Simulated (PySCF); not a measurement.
C5H6N2O2.
SMILES with atom numbers: `[CH3:1][n:2]1[n:3][c:4]([OH:5])[cH:6][cH:7][c:8]1=[O:9]`

NICS = −σ at a ghost point: NICS(0) at the centroid of the ring atoms, NICS(1) 1 Å to either side along the normal of their mean plane, zz for the tensor component along that normal. Level: GIAO B97-2/pcSseg-2 (PySCF, non-relativistic, gas phase) on the PBE0-D3(BJ)/def2-TZVP geometry, one conformer.

Ring bond lengths (Å): N2–N3 1.339, N3–C4 1.289, C4–C6 1.422, C6–C7 1.346, C7–C8 1.450, C8–N2 1.383.

Problem. What do the NICS probes read (ppm)?

Solution. 
```json
{"ring": "N2–N3–C4–C6–C7–C8", "type": "6-membered ring with 2 N; bonds drawn aromatic by RDKit's count", "NICS(0)": "-2.6", "NICS(1), two faces": "-4.5 / -4.5", "NICS(1)zz, two faces": "-10.5 / -10.5", "rms pucker (Å)": "0.00", "centre to ring atoms, mean (Å)": "1.37"}
```

Problem. What can be read from them?

Solution. 
- N2–N3–C4–C6–C7–C8: mean NICS(1)zz -10.5 ppm, shielded. That is too small in size for a clear verdict by the NICS criterion.

Problem. What does the geometric index give? HOMA = 1 − mean of α(R − Ropt)² over the ring bonds, with Krygowski's 1993 parameters (CC: Ropt 1.388 Å, α 257.7 Å⁻²; CN: Ropt 1.334 Å, α 93.52 Å⁻²; NN: Ropt 1.309 Å, α 130.33 Å⁻²).

Solution. 
- N2–N3–C4–C6–C7–C8: HOMA 0.62; the largest term is that of C7–C8, α(R − Ropt)² = 0.98.

Problem. Give the inner angles of the rings.

Solution. 
- N2–N3–C4–C6–C7–C8: N2 126.0°, N3 118.1°, C4 123.4°, C6 117.8°, C7 121.0°, C8 113.7°; sum 720.0° against 720° for a flat convex ring.

Problem. What are the shieldings of the ring atoms and their hydrogens in the same run (means over atoms taken as equivalent)?

Solution. 
| atoms | environment | σ isotropic (ppm) |
| --- | --- | --- |
| N2 | ring nitrogen | 47.8 |
| N3 | ring nitrogen | -49.9 |
| C4 | unsaturated ring carbon | 29.6 |
| C6 | unsaturated ring CH carbon | 55.7 |
| C7 | unsaturated ring CH carbon | 44.3 |
| C8 | ring carbonyl carbon | 22.0 |
| H on C6 | hydrogen on carbon | 24.57 |
| H on C7 | hydrogen on carbon | 24.73 |

Problem. How do the values depend on the level or the medium?

Solution. 
```json
{"level": "B97-2/pcSseg-2, gas", "NICS(0), N2–N3–C4–C6–C7–C8": "-2.6", "mean NICS(1)zz, N2–N3–C4–C6–C7–C8": "-10.5"}
{"level": "KT3/pcSseg-2, gas", "NICS(0), N2–N3–C4–C6–C7–C8": "-2.4", "mean NICS(1)zz, N2–N3–C4–C6–C7–C8": "-9.5"}
{"level": "PBE0/pcSseg-2, gas", "NICS(0), N2–N3–C4–C6–C7–C8": "-2.5", "mean NICS(1)zz, N2–N3–C4–C6–C7–C8": "-10.6"}
{"level": "wB97X-D/pcSseg-2, gas", "NICS(0), N2–N3–C4–C6–C7–C8": "-2.5", "mean NICS(1)zz, N2–N3–C4–C6–C7–C8": "-10.8"}
{"level": "WP04/pcSseg-2, IEF-PCM chloroform", "NICS(0), N2–N3–C4–C6–C7–C8": "-3.5", "mean NICS(1)zz, N2–N3–C4–C6–C7–C8": "-11.3"}
{"level": "wB97X-D/pcSseg-2, IEF-PCM chloroform", "NICS(0), N2–N3–C4–C6–C7–C8": "-3.0", "mean NICS(1)zz, N2–N3–C4–C6–C7–C8": "-11.9"}
```

The geometry is the same throughout; the continuum's cavity takes Bondi-type radii × 1.2.

Conformer computed: `[CH3:1][n:2]1[n:3][c:4]([OH:5])[cH:6][cH:7][c:8]1=[O:9]`: H–O5–C4–N3 0°.
